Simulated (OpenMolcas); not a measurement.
# Ta3+: effect of correlating more closed shells

```
Program             : OpenMolcas 26.06
Basis               : ANO-R3 [9s7p6d4f3g2h]
Scalar Hamiltonian  : X2C, finite nucleus
Active space        : 2 electrons in 5 orbitals (5d)
State averaging     : 2S+1 = 3 even, 10 roots; 2S+1 = 1 even, 15 roots
Spin-orbit coupling : state interaction with AMFI integrals over the reference wave functions, term energies averaged over their components
```

Methods on the same reference wave functions:
A. CASSCF
B. SS-CASPT2, IPEA 0.25 Eh, imaginary shift 0.1 Eh (closed shells correlated: 5s 5p)
C. SS-CASPT2, IPEA 0.25 Eh, imaginary shift 0.1 Eh (closed shells correlated: 4f 5s 5p)

Energies in cm-1 above 5d2 3F2.

```tsv
Level	A	B	C
5d2 3F2	0.0	0.0	0.0
5d2 3F3	4524	4890	4890
5d2 3F4	8824	9070	9070
5d2 3P0	13131	11870	11680
5d2 1D2 [58 %]	13608	10740	10710
5d2 3P1	15500	14570	14370
5d2 3P2 [62 %]	20533	18740	18580
5d2 1G4	20863	18990	18950
5d2 1S0	43404	36060	35970
```

Between B and C the level of the table that moves most is 5d2 3P1, by 200 cm-1 (lowest in C, highest in B). Moves below CASPT2's spread within the term are not significant.

From A to B the spin-free energies of the other terms of 5d2 shown, above 3F, scale by factors of 0.53 to 0.88.

The lowest spin-free term lies below A's lowest term by 0.232 hartree in B, 0.993 hartree in C.

What an inner shell adds also hangs on whether the basis holds functions to correlate it.

CASPT2 does not keep the components of a term degenerate, so their means are used; among the terms shown or strongly mixed into the levels shown the widest spread is 560 cm-1 (5d2 1G, C). Without dynamic correlation excited terms often stand tens of per cent too high (terms of higher spin than the ground term too low), and those without a measured partner can miss by more than the paired ones (holds for A). Only configurations of the active space appear.

A share in square brackets marks a mixed level and gives the weight of the term that names it, the lowest over the columns.
